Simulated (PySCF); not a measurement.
Computed IR spectrum (relative IR intensity) of a molecule C2H5NOSi. Coordinates come from a PBE-D3(BJ)/def2-SVP optimisation. The values are those of a single conformer. Computed with PBE-D3(BJ)/def2-SVP (PySCF). Frequencies are harmonic and unscaled.

Lines under 2 % of the strongest are left out, and lines within 2 cm⁻¹ are merged.

```json
[
 {"ν (cm⁻¹)": "144", "relative intensity": "4.9"},
 {"ν (cm⁻¹)": "255", "relative intensity": "13"},
 {"ν (cm⁻¹)": "313", "relative intensity": "39"},
 {"ν (cm⁻¹)": "336", "relative intensity": "12"},
 {"ν (cm⁻¹)": "374", "relative intensity": "11"},
 {"ν (cm⁻¹)": "404", "relative intensity": "38"},
 {"ν (cm⁻¹)": "594", "relative intensity": "13"},
 {"ν (cm⁻¹)": "697", "relative intensity": "15"},
 {"ν (cm⁻¹)": "708", "relative intensity": "8.1"},
 {"ν (cm⁻¹)": "778", "relative intensity": "21"},
 {"ν (cm⁻¹)": "819", "relative intensity": "5.5"},
 {"ν (cm⁻¹)": "867", "relative intensity": "81"},
 {"ν (cm⁻¹)": "900", "relative intensity": "6.4"},
 {"ν (cm⁻¹)": "914", "relative intensity": "100"},
 {"ν (cm⁻¹)": "1480", "relative intensity": "18"},
 {"ν (cm⁻¹)": "2084", "relative intensity": "10"},
 {"ν (cm⁻¹)": "2201", "relative intensity": "41"},
 {"ν (cm⁻¹)": "3389", "relative intensity": "14"},
 {"ν (cm⁻¹)": "3503", "relative intensity": "9.4"},
 {"ν (cm⁻¹)": "3605", "relative intensity": "9.1"},
 {"ν (cm⁻¹)": "3745", "relative intensity": "19"}
]
```

Question: Identify the compound among the candidates.
(A) CC1=N[SiH2]O1
(B) C#C[Si@H](N)O
(C) O=C/N=C/[SiH3]
(D) C[SiH2]N=C=O

Answer: B, C#C[Si@H](N)O
